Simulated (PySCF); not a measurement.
C4H2ClF, SMILES C#C/C=C(\F)Cl. The structure is a stationary point at B3LYP-D3(BJ)/def2-SVP. The structure was generated by enumeration; whether it is a known compound was not checked.

Computed equilibrium geometry at B3LYP-D3(BJ)/def2-SVP (PySCF confirms it by a frequency run) as bond lengths and angles, and its point group:
point group Cs.
Atoms: C1 C2 C3 C4 F5 Cl6 H7 H8. Bonded distances (Å): C1–C2 1.214, C1–H7 1.074, C2–C3 1.419, C3–C4 1.344, C3–H8 1.093, C4–F5 1.321, C4–Cl6 1.722. Angles (°): C2–C1–H7 179.6, C1–C2–C3 178.5, C2–C3–C4 123.2, C2–C3–H8 119.3, C4–C3–H8 117.5, C3–C4–F5 122.9, C3–C4–Cl6 124.1, F5–C4–Cl6 113.0.
